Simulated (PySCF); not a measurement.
## Mo(2+): excitation energy

Mo(2+) [Kr] 4d4 (5D) → Mo(2+) [Kr] 4d3 5s1 (5F), as a difference of total energies. Calculation: PySCF 2.14, in aug-cc-pVDZ-PP with ECP28MDF; scalar relativity through the core potential. Correlated levels: valence: 4s2 4p6 frozen. The calculations carry no spin-orbit coupling.

| method | excitation energy (eV) |
| --- | --- |
| UHF | 4.053 |
| LDA | 3.784 |
| PBE | 3.839 |
| PBE0 | 4.046 |
| r2SCAN | 3.801 |
| PBEsol | 3.868 |
| B3LYP | 3.846 |
| HSE06 | 4.007 |
| BLYP | 3.663 |
| MP2 (valence) | 4.159 |
| SCS-MP2 (valence) | 4.088 |

Q: How much does correlation contribute at MP2 (valence)?

A: 4.159 − (4.053) = 0.106 eV, measured against UHF.
